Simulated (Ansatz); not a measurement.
GeBr2⁺. Total charge 1; doublet. Geometry PBE0-D4/def2-TZVP, that of the neutral singlet; atoms count from 1.

```xyz
3

Ge    0.4036   -0.1863    0.8878
Br   -1.6267   -0.9292   -0.0108
Br    1.2231    1.1155   -0.8770
```

(1) Estimate the Mulliken populations from the PBE0/def2-TZVP orbitals of Ansatz.

(2) Where does the spin sit?

(3) And the Mayer bond orders between heavy atoms (over 0.3)?

## Answers

(1) 
```csv
atom,charge (e),spin (α − β)
Ge1,0.87,0.34
Br2,0.06,0.33
Br3,0.06,0.33
```
Mulliken values depend strongly on the basis.

(2) Summed by element: Ge 0.34, Br 0.66, of 1 unpaired in all. Largest on single atoms: Ge1 0.34, Br2 0.33, Br3 0.33.

(3) Ge1–Br2 1.25 (2.34 Å); Ge1–Br3 1.25 (2.34 Å).
